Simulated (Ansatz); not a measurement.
Species: Al$_{2}$H$_{4}$, charge 0, multiplicity 1. 
Geometry from a B3LYP-D3(BJ)/def2-TZVP (Ansatz, an electronic-structure program) optimisation:
```xyz
6

Al    -0.0012    -0.0150     1.2942
Al     0.0012     0.0150    -1.2942
H      1.3472    -0.0315     2.1375
H     -1.3512    -0.0180     2.1352
H      0.0088     1.3738    -2.1207
H     -0.0047    -1.3244    -2.1520
```
Charge 0, spin multiplicity 1.

Wanted: vertical ionisation energy (to the doublet state of charge +1; each state is the SCF solution reached for its spin; the molecule has degenerate orbitals, so one determinant may break the symmetry), in eV. Valence correlation only, unless marked. UHF or UKS for open shells. No spin-orbit coupling. Non-relativistic. Basis-set limits of correlation are two-point, X^-3; Hartree-Fock from the larger set. The bracket is a focal-point correction in the basis named.

| level | program | vertical ionisation energy (eV) |
|---|---|---|
| HF/aug-cc-pV(D+d)Z | Ansatz | 8.36 |
| HF/def2-SVPD | Ansatz | 8.40 |
| PBE/def2-TZVPD | Ansatz | 8.79 |
| B3LYP/def2-TZVPD | Ansatz | 8.97 |
| PBE0/def2-TZVPD | Ansatz | 8.94 |
| wB97X-V/def2-TZVPD | Ansatz | 9.09 |
| B2PLYP/def2-TZVPD | Ansatz | 8.97 |

Question: Predict the RI-MP2/CBS(aug-cc-pV(T+d)Z,aug-cc-pV(Q+d)Z)+[CCSD(T)-MP2]/aug-cc-pV(T+d)Z result (Ansatz).

Answer: 9.20 eV
